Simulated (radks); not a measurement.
Question: All-electron atom: the titanium ion Ti5+ in [Ne] 3s2 3p5. Calculated with a radial shooting solver on a logarithmic mesh with Libxc functionals: scalar-relativistic Kohn-Sham, LDA (Slater exchange, Perdew-Wang correlation), spin-polarised, spherical densities, finite nucleus; open shells are filled with parallel spins first; Fermi nuclear charge, rms radius 3.5921 fm. Some entries of the table are withheld. Estimate them.

| orbital | occ. | eigenvalue (eV) | <1/r> (bohr^-1) |
|---|---|---|---|
| 1s up | 1 | -4938.003 | 21.76 |
| 1s down | 1 | -4937.541 | 21.76 |
| 2s up | 1 | -617.2714 | 4.539 |
| 2s down | 1 | -616.8165 | 4.540 |
| 2p up | 3 | -525.9386 | 4.450 |
| 2p down | 3 | -525.3759 | 4.450 |
| 3s up | 1 | -135.6493 | 1.480 |
| 3s down | 1 | -134.0693 | 1.477 |
| 3p up | 3 | (1) | 1.379 |
| 3p down | 2 | (2) | 1.375 |

Answer: 
(1) 3p up eigenvalue (eV): -111.0302
(2) 3p down eigenvalue (eV): -109.4997
